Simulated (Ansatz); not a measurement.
Molecule: sum formula SiNHBr3, charge -1, multiplicity 1. It need not be the lowest isomer of its formula. Whether it binds its extra electron was not tested at this geometry. 
Structure (B3LYP-D3(BJ)/def2-TZVP (Ansatz, a program for electronic structure) minimum search):
SMILES: Br[Si](Br)(Br)[NH-]
```xyz
6

Si     0.7253     0.0875    -0.1876
Br     0.2241    -0.5071     2.0142
Br    -0.3496    -1.5194    -1.3879
Br    -0.6978     1.9247    -0.4159
N      2.2608     0.2060    -0.6515
H      2.8354     0.8949    -0.1800
```
Charge -1, spin multiplicity 1.

Basis-set convergence of Hartree-Fock and CCSD(T) correlation energies (hartree) with Ansatz. Cores are frozen in the correlated levels unless marked. No spin-orbit coupling. Frozen are the shells of the preceding noble gas and the d and f shells that filled before the atom's block. No relativistic terms. This anion needs diffuse functions, which these sets lack.

```json
[
 {"basis": "def2-SVP", "functions": "133", "E(HF)": "-8060.31364", "E(corr, CCSD(T))": "-0.67945"},
 {"basis": "def2-TZVPP", "functions": "231", "E(HF)": "-8061.44628", "E(corr, CCSD(T))": "-0.90223"},
 {"basis": "def2-QZVPP", "functions": "424", "E(HF)": "___", "E(corr, CCSD(T))": "___"}
]
```

Problem. What belongs in the gaps?

Solution. 
- def2-QZVPP, E(HF): -8061.60755
- def2-QZVPP, E(corr, CCSD(T)): -0.98425
